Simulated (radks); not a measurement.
Valence configurations of Ag III (all share [Kr]). Calculated with a radial shooting solver on a logarithmic mesh with Libxc functionals: Dirac Kohn-Sham, PBE, spin-unpolarised, spherical densities, finite nucleus; open shells are shared between the two j in proportion to 2j + 1; Fermi nuclear charge, rms radius 4.5454 fm. Energies are relative to 4d9; eigenvalues in eV.

[
 {"valence": "4d9", "E (eV)": "0.000", "e(4d3/2)": "-29.258", "e(4d5/2)": "-28.641", "e(5p1/2)": "-", "e(5p3/2)": "-", "e(5s1/2)": "-"},
 {"valence": "4d8 5s1", "E (eV)": "9.251", "e(4d3/2)": "-33.367", "e(4d5/2)": "-32.712", "e(5p1/2)": "-", "e(5p3/2)": "-", "e(5s1/2)": "-22.534"},
 {"valence": "4d8 5p1", "E (eV)": "16.162", "e(4d3/2)": "-34.653", "e(4d5/2)": "-33.993", "e(5p1/2)": "-16.717", "e(5p3/2)": "-16.201", "e(5s1/2)": "-"},
 {"valence": "4d8 5s0.5 5p0.5", "E (eV)": "12.691", "e(4d3/2)": "-34.015", "e(4d5/2)": "-33.358", "e(5p1/2)": "-16.370", "e(5p3/2)": "-15.862", "e(5s1/2)": "-22.943"},
 {"valence": "4d8.5 5p0.5", "E (eV)": "7.654", "e(4d3/2)": "-31.948", "e(4d5/2)": "-31.310", "e(5p1/2)": "-15.731", "e(5p3/2)": "-15.255", "e(5s1/2)": "-"},
 {"valence": "4d7.5 5s1 5p0.5", "E (eV)": "18.338", "e(4d3/2)": "-36.122", "e(4d5/2)": "-35.444", "e(5p1/2)": "-17.014", "e(5p3/2)": "-16.474", "e(5s1/2)": "-23.802"},
 {"valence": "4d7 5p2", "E (eV)": "35.808", "e(4d3/2)": "-40.080", "e(4d5/2)": "-39.376", "e(5p1/2)": "-18.627", "e(5p3/2)": "-18.030", "e(5s1/2)": "-"},
 {"valence": "4d5.5 5s1 5p2.5", "E (eV)": "63.753", "e(4d3/2)": "-47.130", "e(4d5/2)": "-46.364", "e(5p1/2)": "-20.711", "e(5p3/2)": "-20.005", "e(5s1/2)": "-28.526"},
 {"valence": "4d6 5s1 5p2", "E (eV)": "51.010", "e(4d3/2)": "-44.382", "e(4d5/2)": "-43.638", "e(5p1/2)": "-19.832", "e(5p3/2)": "-19.168", "e(5s1/2)": "-27.397"}
]

NIST lists [Kr] 4d9 as the ground configuration; this level of theory agrees among the configurations tried. The energies are those of spherical spin-averaged densities, not of single terms.
